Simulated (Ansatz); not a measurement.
`B1O[SiH2]1` and `S[SiH]1BO1` differ in one atom or group.

Ansatz, PBE0-D4/def2-TZVP geometries, multiplicity 1. Each molecule was computed in one conformer, which needn't be the lowest.

| property | `B1O[SiH2]1` |
| --- | --- |
| HOMO–LUMO gap (ωB97M-V/def2-TZVPP) / eV | 10.24 |
| HOMO energy (PBE/def2-TZVPP) / eV | -5.98 |
| HOMO–LUMO gap (B3LYP/def2-TZVPP) / eV | 5.69 |
| HOMO–LUMO gap (PBE0/def2-TZVPP) / eV | 6.10 |
| HOMO energy (B3LYP/def2-TZVPP) / eV | -6.92 |
| size of the dipole moment (B3LYP/def2-TZVPP) / D | 1.15 |

(1) Give the same properties after the change, and the shifts. (Estimate.)

## Answers

(1) The calculation gave: 
```
                                        property  `S[SiH]1BO1`  shift
         HOMO–LUMO gap (ωB97M-V/def2-TZVPP) / eV          9.99  -0.25
               HOMO energy (PBE/def2-TZVPP) / eV         -5.96   0.02
           HOMO–LUMO gap (B3LYP/def2-TZVPP) / eV          5.48  -0.21
            HOMO–LUMO gap (PBE0/def2-TZVPP) / eV          5.89  -0.21
             HOMO energy (B3LYP/def2-TZVPP) / eV         -6.92   0.00
size of the dipole moment (B3LYP/def2-TZVPP) / D          1.23   0.08
```

The zero-point energy changes by 5.9 kJ/mol with +3 modes. Dipoles are sizes alone; their direction can turn.

B3LYP here is the variant with VWN-RPA as its local correlation; programs differ in this.
